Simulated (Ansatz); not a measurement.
Gas-phase electronic energies from Ansatz, PBE0-D4/def2-TZVP geometries. CCSD(T)/CBS is the MP2 limit (def2-TZVPP, def2-QZVPP) plus CCSD(T) − MP2 in def2-TZVPP, frozen cores. This one scheme is used for every species. Functionals use def2-TZVPP. Elements past krypton have def2 core potentials. For Br, Sn outer-core shells are correlated without core-valence functions, which leaves a few kJ/mol of doubt a bond. Scalar relativity is left out up to krypton. One conformer a species, not always the lowest.

`[OH][Sn][Br]` + NH₃ → `[NH2][Sn][Br]` + H₂O  (ligand exchange at the Sn–O bond)

`[OH][Sn][Br]`:

```xyz
4

O    -0.687    0.168    0.738
Sn    0.586   -0.885   -0.343
Br    1.226    1.040   -1.833
H    -1.126   -0.324    1.438
```

NH₃:

```xyz
4

N    -0.043    0.241    0.140
H    -0.362   -0.561    0.669
H    -0.534    0.228   -0.745
H     0.938    0.092   -0.063
```

`[NH2][Sn][Br]`:

Cartesian coordinates in Å:
```
N -0.625 -0.294 0.392
Sn 1.281 -0.751 -0.028
Br 1.665 1.367 -1.382
H -1.079 0.549 0.073
H -1.241 -0.871 0.944
```

H₂O:

Cartesian coordinates in Å:
```
O 0.071 0.026 0.382
H -0.119 0.743 -0.227
H 0.047 -0.769 -0.155
```

```
        level  ΔE (kJ/mol)
    revPBE-D4         18.9
   r2SCAN0-D4         15.6
HF/def2-TZVPP         16.6
HF/def2-QZVPP         18.1
```

Task: What does CCSD(T)/CBS give? (Best estimate.)

Result: Computed: +15.6 kJ/mol. The listed levels differ from it by 3.3, 0.0, 1.0, 2.5 kJ/mol.

Largest T1 diagnostic among the species: 0.015.

Leaving LDA and LC-ωPBE aside and taking each functional with its dispersion term where it has one, the values, not all of them listed here, spread over 11.2 kJ/mol, from PBE-QIDH to B97M-V. LDA lies −7.4 kJ/mol from PBE without D4. From r2SCAN to r2SCAN0 (25 % exact exchange), in def2-TZVPP and without D4, ΔE moves by −4.1 kJ/mol. The D4 term adds −3.1 kJ/mol with B3LYP and −1.6 kJ/mol with PBE0; it sums over pairs of atoms, weighted by their polarisabilities, and B3LYP, whose exchange is more repulsive, gets the larger term.

B3LYP here is the variant with VWN-RPA as its local correlation; programs differ in this.
